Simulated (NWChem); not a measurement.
**Basis-set dependence for C₂H₅S**

```xyz
8

C     -1.6864     0.1477     0.0861
C     -0.3891    -0.5151     0.3730
S      1.1339     0.0870    -0.1977
H     -1.9934     0.0428    -0.9740
H     -2.4890    -0.2847     0.7026
H     -1.6497     1.2305     0.2990
H     -0.3504    -1.5708     0.6546
H      0.7924     1.3940    -0.2734
```
Charge 0, spin multiplicity 2.

The numbers come from NWChem runs, not from measurements. The geometry was optimised at UPBE0/def2-SVP, a minimum by its harmonic frequencies. It is one conformer; others weren't searched.

Hartree-Fock energies in Ha, correlation energies in mHa.

The correlated methods keep 7 core orbitals frozen. The structure started from a generated list of species. The stability of the SCF solutions was not checked. Open-shell Hartree-Fock references start from PBE0 orbitals. Coupled-cluster values serve here as a point of comparison, not as the truth.

```
basis    functions         UHF    UMP2  SCS-UMP2  CCSD on ROHF  CCSD[T] on ROHF  CCSD(T) on ROHF  CCSD on UHF  CCSD[T] on UHF  CCSD(T) on UHF  URI-MP2
-------  ---------  ----------  ------  --------  ------------  ---------------  ---------------  -----------  --------------  --------------  -------
3-21G           41  -473.71425  -221.9    -226.8        -263.4           -269.8           -269.3       -259.6          -265.7          -265.2  not run
cc-pVDZ         71  -476.13953  -399.2    -398.0        -452.1           -465.9           -465.3       -447.0          -460.3          -459.8   -399.1
cc-pVTZ        164  -476.17963  -502.4    -505.0       not run          not run          not run      not run         not run         not run   -502.4
```

From cc-pVDZ to cc-pVTZ the Hartree-Fock energy moves by -40.1 mHa and the UMP2 correlation energy by -103.2 mHa, which is 21 % of its value in the larger set.
